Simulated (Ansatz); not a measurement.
Computed with Ansatz on PBE0-D4/def2-TZVP structures; ΔE is electronic, products minus reactants. CCSD(T)/CBS is the MP2 limit (def2-TZVPP, def2-QZVPP) plus CCSD(T) − MP2 in def2-TZVPP, frozen cores. This one scheme is used for every species. Functionals use def2-TZVPP. For Se outer-core shells are correlated without core-valence functions, which leaves a few kJ/mol of doubt a bond. Scalar relativity is left out up to krypton. Each species was taken in one conformer, which may not be the lowest.

Consider the ligand exchange at the Si–Cl bond: `CO[Si](Cl)(Cl)Cl` + H₂Se → `CO[Si](Cl)(Cl)[SeH]` + HCl.

```csv
level,ΔE (kJ/mol)
PBE-D4,31.8
r2SCAN-D4,39.0
PBE0-D4,34.0
PBE0,36.8
HF/def2-QZVPP,50.7
MP2/def2-QZVPP,33.9
SCS-MP2/def2-QZVPP,37.2
HF/CBS(def2),50.8
```

(1) What does CCSD(T)/CBS give? (Best estimate.)

Largest T1 diagnostic among the species: 0.010.

## Answers

(1) Ansatz gave: +34.3 kJ/mol. The listed levels differ from it by -2.5, 4.7, -0.3, 2.5, 16.4, -0.4, 2.9, 16.5 kJ/mol.

In def2-TZVPP, CCSD(T) changes the Hartree–Fock value by −13.5 kJ/mol (the triples alone add −1.9 kJ/mol) and MP2 by −15.1 kJ/mol. The D4 term adds −5.0 kJ/mol with B3LYP and −2.8 kJ/mol with PBE0; it sums over pairs of atoms, weighted by their polarisabilities, and B3LYP, whose exchange is more repulsive, gets the larger term.

B3LYP here is the variant with VWN-RPA as its local correlation; programs differ in this.
